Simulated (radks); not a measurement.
The nuclear charge of the vanadium ion V2+ is varied continuously with 21 electrons held in [Ar] 3d3. Method: Dirac Kohn-Sham, LDA (Slater exchange, Perdew-Wang correlation), spin-unpolarised, spherical densities, finite nucleus; open shells fill j = l - 1/2 first; Fermi nuclear charge, rms radius 3.6002 fm; computed with a radial shooting solver on a logarithmic mesh with Libxc functionals. By the Hellmann-Feynman theorem dE/dZ = E(electron-nucleus)/Z, the electronic potential at the nucleus (averaged over a nucleus of fixed radius).

\begin{tabular}{lrrrrr}
Z & E (hartree) & E(electron-nucleus)/Z (hartree) & HOMO & e(HOMO) (eV) & <r> HOMO (bohr) \\ \hline
22 & -851.45676 & -92.0515 & 3d3/2 & -8.282 & 1.719 \\
22.5 & -898.16909 & -94.7950 & 3d3/2 & -14.308 & 1.478 \\
23 & -946.24960 & -97.5255 & 3d3/2 & -21.606 & 1.315 \\
23.5 & -995.69344 & -100.249 & 3d3/2 & -30.015 & 1.196 \\
24 & -1046.49808 & -102.969 & 3d3/2 & -39.434 & 1.103 \\
\end{tabular}

The central difference of E at Z = 23 is -97.524 hartree, to compare with the third column; the second derivative is -5.45 hartree.
